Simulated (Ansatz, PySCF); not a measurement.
Species: C2H6BBr, net charge 0, singlet state. 
Structure (B3LYP-D3(BJ)/def2-TZVP (Ansatz, a quantum-chemistry and plane-wave program) minimum search):
```xyz
10

B      0.0527    -0.8823     0.2908
C      1.4306    -1.6002     0.1932
C     -1.2428    -1.5454     0.8436
Br    -0.0577     0.9664    -0.3186
H      2.2899    -0.9325     0.2463
H      1.4712    -2.0877    -0.7907
H      1.5355    -2.3970     0.9335
H     -1.2656    -1.3557     1.9257
H     -1.2352    -2.6315     0.7240
H     -2.1663    -1.1362     0.4356
```

Property: vertical ionisation energy (to the doublet state of charge +1; each state is the SCF solution reached for its spin), in eV. Valence correlation only, unless marked. Open shells are spin-unrestricted. Spin-orbit coupling is left out. The frozen core is the preceding noble-gas configuration, with the filled d and f shells of earlier blocks. Non-relativistic. Basis-set limits of correlation are two-point, X^-3; Hartree-Fock from the larger set.

```json
[
 {"level": "HF/aug-cc-pVDZ", "program": "Ansatz", "vertical ionisation energy (eV)": "9.48"},
 {"level": "HF/aug-cc-pVTZ", "program": "Ansatz", "vertical ionisation energy (eV)": "9.41"},
 {"level": "HF/aug-cc-pVQZ", "program": "Ansatz", "vertical ionisation energy (eV)": "9.41"},
 {"level": "SVWN5/def2-TZVPD", "program": "Ansatz", "vertical ionisation energy (eV)": "10.02"},
 {"level": "PBE/def2-TZVPD", "program": "Ansatz", "vertical ionisation energy (eV)": "9.83"},
 {"level": "r2SCAN/def2-TZVPD", "program": "Ansatz", "vertical ionisation energy (eV)": "10.00"},
 {"level": "B3LYP/def2-TZVPD", "program": "Ansatz", "vertical ionisation energy (eV)": "10.13"},
 {"level": "PBE0/def2-TZVPD", "program": "Ansatz", "vertical ionisation energy (eV)": "10.12"},
 {"level": "BHLYP/def2-TZVPD", "program": "Ansatz", "vertical ionisation energy (eV)": "10.21"},
 {"level": "CAM-B3LYP/def2-TZVPD", "program": "Ansatz", "vertical ionisation energy (eV)": "10.28"},
 {"level": "wB97M-V/def2-TZVPD", "program": "Ansatz", "vertical ionisation energy (eV)": "10.25"},
 {"level": "wB97X-V/def2-TZVPD", "program": "Ansatz", "vertical ionisation energy (eV)": "10.30"},
 {"level": "B2PLYP/def2-TZVPD", "program": "Ansatz", "vertical ionisation energy (eV)": "10.21"},
 {"level": "MP2/aug-cc-pVDZ", "program": "Ansatz", "vertical ionisation energy (eV)": "10.33"},
 {"level": "RI-MP2/aug-cc-pVTZ", "program": "Ansatz", "vertical ionisation energy (eV)": "10.45"},
 {"level": "RI-MP2/aug-cc-pVQZ", "program": "Ansatz", "vertical ionisation energy (eV)": "10.53"},
 {"level": "RI-MP2/CBS(aug-cc-pVTZ,aug-cc-pVQZ)", "program": "Ansatz", "vertical ionisation energy (eV)": "10.59"},
 {"level": "SCS-MP2/aug-cc-pVDZ", "program": "Ansatz", "vertical ionisation energy (eV)": "10.28"},
 {"level": "CCSD/aug-cc-pVDZ", "program": "Ansatz", "vertical ionisation energy (eV)": "10.17"},
 {"level": "CCSD(T)/aug-cc-pVDZ", "program": "Ansatz", "vertical ionisation energy (eV)": "10.18"}
]
```

For comparison, minus the highest occupied orbital energy (PySCF): 10.83 eV at HF/def2-TZVPD, 7.21 eV at TPSSh/def2-TZVPD, 9.23 eV at CAM-B3LYP/def2-TZVPD.
